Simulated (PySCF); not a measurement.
propyl chloride (C$_{3}$H$_{7}$Cl), singlet, geometry from GFN2-xTB. Base run: CAMB3LYP/STO-3G (PySCF).

Input for PySCF:
```python
from pyscf import gto, scf, dft

mol = gto.M(
    atom='''
C     0.89556841   -0.62693231    0.00894819
C     2.36249557   -0.21115776    0.02829502
C    -0.00837571    0.59425323    0.00182904
H     0.67244806   -1.23599530    0.88678452
H     0.69409767   -1.23025825   -0.87803793
H     3.00106085   -1.09029661    0.03327060
Cl   -1.72614612    0.10884623   -0.02082132
H     2.60373276    0.38459165   -0.84900501
H     2.58209192    0.37885692    0.91510288
H     0.13553048    1.19997169    0.89678449
H     0.15739271    1.20576508   -0.88537060
''',
    basis='sto-3g',
    verbose=3,
)

mf = dft.RKS(mol)
mf.xc = 'camb3lyp'
mf.kernel()
```

The base run was repeated with changes; each row names its change, and settings that it needs were set with it.

| change | ΔE vs base (mEh) | fitting functions | dipole (D) |
|---|---|---|---|
| base | 0.000 | - | 2.37 |
| auxbasis = def2-svp-ri | -638.5 | 304 | 2.33 |
| auxbasis = cc-pvtz-ri | -8.701 | 575 | 2.37 |
| only_dfj = on; auxbasis = def2-universal-jfit | -2.940 | 275 | 2.37 |
| auxbasis = def2-universal-jfit | ___ | 275 | ___ |
| auxbasis = even-tempered beta=1.6 | ___ | ___ | 2.37 |
| auxbasis = even-tempered beta=2.0 | -6.293 | 267 | 2.37 |
| exchange = seminumerical (SGX) (with mf = sgx.sgx_fit(mf, auxbasis='def2-universal-jfit'); with mf.with_df.dfj = True) | -2.949 | 275 | 2.37 |
| auxbasis = cc-pvqz-jkfit | -0.181 | 823 | 2.37 |
| auxbasis = cc-pvtz-jkfit | ___ | ___ | 2.37 |

Task: What belongs in the gaps?

Result: 
- auxbasis = def2-universal-jfit, ΔE vs base (mEh): 387.4
- auxbasis = def2-universal-jfit, dipole (D): 2.32
- auxbasis = even-tempered beta=1.6, ΔE vs base (mEh): -5.879
- auxbasis = even-tempered beta=1.6, fitting functions: 373
- auxbasis = cc-pvtz-jkfit, ΔE vs base (mEh): -0.246
- auxbasis = cc-pvtz-jkfit, fitting functions: 568

A fitting set is made for a task (jfit for Coulomb, jkfit for Coulomb and exchange, ri for correlation) and for a family of orbital bases.
